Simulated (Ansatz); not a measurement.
A short molecular-dynamics run on C₂H₃FSSi, SMILES `F[SiH]1CC1=S`.

```yaml
crystal:
  periodic: [false, false, false]
  atoms:
    - {symbol: F, position_ang: [-1.581868, 0.288240, 1.665404]}
    - {symbol: Si, position_ang: [-0.363640, 0.666235, 0.715320]}
    - {symbol: C, position_ang: [0.557110, -0.754602, -0.031121]}
    - {symbol: C, position_ang: [-0.211650, 0.088772, -1.015954]}
    - {symbol: S, position_ang: [-0.137552, 0.347902, -2.590763]}
    - {symbol: H, position_ang: [0.233447, 1.936195, 1.168064]}
    - {symbol: H, position_ang: [-0.012050, -1.654318, 0.236936]}
    - {symbol: H, position_ang: [1.608205, -0.975524, -0.203784]}
basis:
  gaussian: {orbitals: def2-SVP}
hamiltonian: {xc: {name: r2SCAN}}
md: {timestep: 2 fs, n_steps: 20, ensemble: nve, temperature: 700, initial_velocities: maxwell_boltzmann, seed: 417}
```

```sh
$ ansatz run in.yaml --threads 2 --pin off --events-out ev --progress --plain --max-ram 4352MiB
```

| step | time (fs) | potential energy (eV) | kinetic (eV) | T (K) | conserved (eV) |
| --- | --- | --- | --- | --- | --- |
| 0 | 0.0 | -23538.5629 | 0.5429 | 700 | -23538.0200 |
| 1 | 2.0 | -23538.3749 | 0.4141 | 534 | -23537.9608 |
| 2 | 4.0 | -23538.3690 | 0.3854 | 497 | -23537.9836 |
| 3 | 6.0 | -23538.3611 | 0.3613 | 466 | -23537.9998 |
| 4 | 8.0 | -23538.1621 | 0.2139 | 276 | -23537.9482 |
| 5 | 10.0 | -23538.2778 | 0.2717 | 350 | -23538.0061 |
| 6 | 12.0 | -23538.1978 | 0.2337 | 301 | -23537.9640 |
| 7 | 14.0 | -23538.3007 | 0.3108 | 401 | -23537.9899 |
| 8 | 16.0 | -23538.3601 | 0.3612 | 466 | -23537.9989 |
| 9 | 18.0 | -23538.2564 | 0.3033 | 391 | -23537.9531 |
| 10 | 20.0 | -23538.4323 | 0.4143 | 534 | -23538.0180 |
| 11 | 22.0 | -23538.2633 | 0.2941 | 379 | -23537.9692 |
| 12 | 24.0 | -23538.2403 | 0.2561 | 330 | -23537.9842 |
| 13 | 26.0 | -23538.2897 | 0.2902 | 374 | -23537.9995 |
| 14 | 28.0 | -23538.1902 | 0.2264 | 292 | -23537.9637 |
| 15 | 30.0 | -23538.2943 | 0.2856 | 368 | -23538.0087 |
| 16 | 32.0 | -23538.1912 | 0.2184 | 282 | -23537.9729 |
| 17 | 34.0 | -23538.2667 | 0.2766 | 357 | -23537.9901 |
| 18 | 36.0 | -23538.3666 | 0.3594 | 463 | -23538.0071 |
| 19 | 38.0 | -23538.2192 | 0.2563 | 330 | -23537.9629 |
| 20 | 40.0 | -23538.3467 | 0.3400 | 438 | -23538.0067 |

Velocities are drawn at the set temperature; a run this short doesn't reach equilibrium.

Frames (Å, forces in eV/Å):

```xyz
8
time=0.0 fs
F    -1.582    0.288    1.665   -0.879   -0.300    0.736
Si   -0.364    0.666    0.715    0.619    0.531   -0.387
C     0.557   -0.755   -0.031   -0.056    0.147   -0.039
C    -0.212    0.089   -1.016   -0.051   -0.166    0.332
S    -0.138    0.348   -2.591    0.043    0.121   -0.713
H     0.233    1.936    1.168    0.063    0.080    0.053
H    -0.012   -1.654    0.237   -0.154   -0.277    0.093
H     1.608   -0.976   -0.204    0.414   -0.136   -0.074
8
time=2.0 fs
F    -1.589    0.300    1.666   -0.888   -0.437    0.546
Si   -0.364    0.663    0.711    0.207   -0.432   -0.277
C     0.566   -0.762   -0.039    2.946    1.340   -0.600
C    -0.198    0.098   -1.018    0.126   -0.408    0.603
S    -0.143    0.346   -2.586    0.035    0.230   -1.162
H     0.169    1.869    1.251    0.623    1.018    0.230
H     0.037   -1.634    0.206   -1.207   -1.851    0.533
H     1.698   -1.026   -0.190   -1.841    0.540    0.127
8
time=4.0 fs
F    -1.598    0.311    1.669   -0.817   -0.548    0.302
Si   -0.365    0.659    0.706    0.164   -0.481    0.239
C     0.584   -0.765   -0.049    1.910   -0.094    0.075
C    -0.185    0.107   -1.019    0.263   -0.582    0.690
S    -0.149    0.345   -2.582    0.020    0.303   -1.466
H     0.127    1.841    1.343    0.722    0.983    0.062
H     0.039   -1.684    0.195   -0.372   -0.285    0.106
H     1.717   -1.057   -0.172   -1.890    0.704   -0.008
8
time=6.0 fs
F    -1.608    0.320    1.671   -0.654   -0.606    0.030
Si   -0.365    0.654    0.701    0.408    0.210    1.194
C     0.609   -0.768   -0.058   -1.194   -0.993    0.887
C    -0.170    0.113   -1.017    0.357   -0.694    0.561
S    -0.155    0.344   -2.580    0.007    0.330   -1.547
H     0.114    1.851    1.437    0.458    0.154   -0.533
H     0.028   -1.745    0.188    0.481    1.319   -0.279
H     1.664   -1.060   -0.153    0.138    0.280   -0.313
8
time=8.0 fs
F    -1.620    0.329    1.674   -0.426   -0.612   -0.235
Si   -0.365    0.649    0.699    0.566    0.753    2.048
C     0.629   -0.775   -0.065   -4.297   -0.219    1.271
C    -0.155    0.117   -1.013    0.394   -0.747    0.233
S    -0.160    0.344   -2.580    0.006    0.321   -1.397
H     0.118    1.867    1.510    0.223   -0.509   -1.043
H     0.034   -1.755    0.171    0.556    1.461   -0.288
H     1.615   -1.053   -0.147    2.979   -0.448   -0.588
8
time=10.0 fs
F    -1.633    0.336    1.677   -0.186   -0.576   -0.460
Si   -0.364    0.646    0.698    0.518    0.931    2.522
C     0.636   -0.782   -0.067   -1.166    0.453    0.772
C    -0.138    0.119   -1.009    0.305   -0.684   -0.231
S    -0.166    0.344   -2.582    0.022    0.285   -1.094
H     0.131    1.863    1.544    0.131   -0.709   -1.217
H     0.062   -1.710    0.143   -0.156    0.108    0.019
H     1.682   -1.062   -0.164    0.532    0.191   -0.311
8
time=12.0 fs
F    -1.646    0.342    1.678    0.046   -0.514   -0.623
Si   -0.362    0.644    0.702    0.314    0.642    2.461
C     0.639   -0.788   -0.067    2.230    1.881    0.074
C    -0.120    0.118   -1.005    0.143   -0.551   -0.598
S    -0.171    0.344   -2.585    0.056    0.234   -0.750
H     0.148    1.832    1.531    0.194   -0.451   -1.022
H     0.084   -1.660    0.115   -1.196   -1.878    0.405
H     1.768   -1.065   -0.192   -1.788    0.636    0.053
8
time=14.0 fs
F    -1.659    0.347    1.678    0.277   -0.426   -0.714
Si   -0.360    0.642    0.709   -0.056   -0.185    1.804
C     0.649   -0.788   -0.067    1.615    0.827    0.196
C    -0.102    0.116   -1.003   -0.091   -0.382   -0.744
S    -0.177    0.344   -2.589    0.107    0.177   -0.457
H     0.173    1.784    1.479    0.434    0.266   -0.453
H     0.061   -1.683    0.103   -0.342   -0.765    0.138
H     1.786   -1.043   -0.218   -1.945    0.488    0.231
8
time=16.0 fs
F    -1.672    0.351    1.677    0.510   -0.317   -0.736
Si   -0.357    0.641    0.718   -0.455   -1.156    0.869
C     0.665   -0.785   -0.066   -1.457   -0.413    0.643
C    -0.084    0.113   -1.004   -0.392   -0.199   -0.682
S    -0.182    0.345   -2.593    0.170    0.112   -0.225
H     0.215    1.745    1.410    0.727    1.076    0.204
H     0.024   -1.734    0.096    0.886    0.985   -0.188
H     1.729   -1.002   -0.235    0.011   -0.088    0.115
8
time=18.0 fs
F    -1.683    0.354    1.674    0.714   -0.200   -0.697
Si   -0.356    0.637    0.728   -0.377   -1.211    0.381
C     0.675   -0.783   -0.064   -4.366   -0.253    1.010
C    -0.067    0.109   -1.007   -0.726    0.004   -0.543
S    -0.188    0.346   -2.598    0.240    0.041   -0.025
H     0.285    1.749    1.349    0.575    1.011    0.329
H     0.021   -1.748    0.082    1.159    1.308   -0.235
H     1.673   -0.965   -0.248    2.781   -0.700   -0.219
8
time=20.0 fs
F    -1.693    0.357    1.670    0.834   -0.094   -0.605
Si   -0.355    0.633    0.739    0.247   -0.286    0.335
C     0.672   -0.783   -0.057   -1.173    0.290    0.307
C    -0.053    0.104   -1.012   -1.038    0.245   -0.441
S    -0.192    0.347   -2.602    0.303   -0.035    0.140
H     0.376    1.790    1.300   -0.109    0.079    0.031
H     0.062   -1.712    0.059    0.396    0.094   -0.072
H     1.724   -0.954   -0.270    0.539   -0.293    0.305
8
time=22.0 fs
F    -1.701    0.360    1.664    0.870   -0.016   -0.482
Si   -0.353    0.627    0.751    0.858    0.516    0.152
C     0.665   -0.781   -0.050    2.444    1.837   -0.416
C    -0.042    0.101   -1.018   -1.228    0.446   -0.267
S    -0.197    0.348   -2.607    0.347   -0.107    0.237
H     0.464    1.835    1.252   -0.742   -0.715   -0.131
H     0.119   -1.672    0.033   -0.931   -2.067    0.130
H     1.795   -0.955   -0.279   -1.618    0.106    0.779
8
time=24.0 fs
F    -1.708    0.363    1.658    0.862    0.033   -0.350
Si   -0.351    0.623    0.762    1.136    0.759   -0.293
C     0.666   -0.773   -0.045    2.064    0.586   -0.373
C    -0.035    0.099   -1.025   -1.308    0.565    0.031
S    -0.201    0.348   -2.611    0.365   -0.157    0.231
H     0.523    1.853    1.199   -1.030   -0.986   -0.050
H     0.140   -1.712    0.012   -0.396   -1.011    0.022
H     1.804   -0.952   -0.259   -1.693    0.211    0.781
8
time=26.0 fs
F    -1.713    0.366    1.651    0.839    0.068   -0.230
Si   -0.347    0.619    0.773    1.029    0.453   -0.883
C     0.673   -0.764   -0.040   -0.717   -1.380   -0.034
C    -0.032    0.099   -1.031   -1.263    0.605    0.420
S    -0.205    0.349   -2.615    0.357   -0.189    0.158
H     0.542    1.832    1.144   -0.937   -0.742    0.190
H     0.146   -1.790   -0.008    0.550    1.143   -0.046
H     1.748   -0.941   -0.209    0.142    0.042    0.425
8
time=28.0 fs
F    -1.716    0.369    1.643    0.800    0.103   -0.136
Si   -0.341    0.617    0.783    0.486   -0.392   -1.485
C     0.678   -0.759   -0.036   -3.373   -1.622    0.158
C    -0.033    0.101   -1.037   -1.060    0.596    0.777
S    -0.208    0.349   -2.619    0.329   -0.216    0.094
H     0.526    1.784    1.097   -0.426    0.034    0.521
H     0.173   -1.824   -0.030    0.634    1.718    0.003
H     1.698   -0.928   -0.143    2.611   -0.220    0.068
8
time=30.0 fs
F    -1.717    0.372    1.635    0.730    0.135   -0.066
Si   -0.335    0.613    0.791   -0.354   -1.468   -1.935
C     0.672   -0.759   -0.031   -0.863   -0.951   -0.042
C    -0.037    0.105   -1.040   -0.786    0.618    0.943
S    -0.211    0.349   -2.623    0.293   -0.250    0.104
H     0.493    1.736    1.069    0.334    1.087    0.835
H     0.224   -1.793   -0.051    0.025    0.617    0.045
H     1.748   -0.923   -0.074    0.621    0.211    0.115
8
time=32.0 fs
F    -1.717    0.375    1.627    0.622    0.139   -0.003
Si   -0.329    0.608    0.797   -0.671   -1.733   -2.050
C     0.664   -0.762   -0.026    2.292    1.243    0.120
C    -0.044    0.111   -1.040   -0.510    0.676    0.940
S    -0.213    0.349   -2.626    0.261   -0.295    0.211
H     0.473    1.730    1.074    0.568    1.349    0.881
H     0.276   -1.738   -0.071   -0.983   -1.893   -0.020
H     1.821   -0.910    0.000   -1.578    0.514   -0.078
8
time=34.0 fs
F    -1.716    0.379    1.619    0.485    0.101    0.059
Si   -0.325    0.600    0.799   -0.225   -0.714   -1.762
C     0.663   -0.761   -0.021    2.336    0.778    0.248
C    -0.053    0.119   -1.037   -0.260    0.731    0.821
S    -0.216    0.349   -2.630    0.235   -0.340    0.390
H     0.475    1.776    1.112    0.009    0.389    0.574
H     0.290   -1.755   -0.092   -0.699   -1.397    0.015
H     1.834   -0.878    0.070   -1.881    0.451   -0.346
8
time=36.0 fs
F    -1.713    0.383    1.611    0.344    0.038    0.105
Si   -0.320    0.591    0.799    0.166    0.472   -1.303
C     0.669   -0.758   -0.015   -0.106   -1.407   -0.057
C    -0.063    0.129   -1.031   -0.009    0.737    0.622
S    -0.218    0.348   -2.633    0.211   -0.380    0.627
H     0.477    1.837    1.172   -0.534   -0.670    0.174
H     0.278   -1.826   -0.112    0.270    1.012    0.244
H     1.775   -0.828    0.127   -0.342    0.198   -0.412
8
time=38.0 fs
F    -1.710    0.387    1.604    0.210   -0.031    0.122
Si   -0.315    0.583    0.798    0.188    1.135   -0.855
C     0.675   -0.759   -0.009   -3.195   -1.947   -0.618
C    -0.072    0.142   -1.023    0.244    0.679    0.336
S    -0.219    0.346   -2.635    0.181   -0.409    0.902
H     0.459    1.872    1.239   -0.684   -1.192   -0.129
H     0.276   -1.859   -0.123    0.648    1.756    0.356
H     1.703   -0.771    0.169    2.408    0.008   -0.115
8
time=40.0 fs
F    -1.707    0.391    1.596    0.074   -0.100    0.112
Si   -0.310    0.577    0.795   -0.067    1.267   -0.470
C     0.671   -0.767   -0.005   -1.596   -0.756   -0.373
C    -0.081    0.157   -1.014    0.442    0.581   -0.055
S    -0.221    0.344   -2.636    0.143   -0.417    1.163
H     0.414    1.862    1.301   -0.488   -1.152   -0.262
H     0.299   -1.824   -0.120    0.386    0.635    0.245
H     1.723   -0.714    0.206    1.106   -0.057   -0.361
```

Hardware: 2 threads of an Intel Xeon Platinum 8488C on a shared host. Wall time 41 s, peak host memory 0.16 GiB.
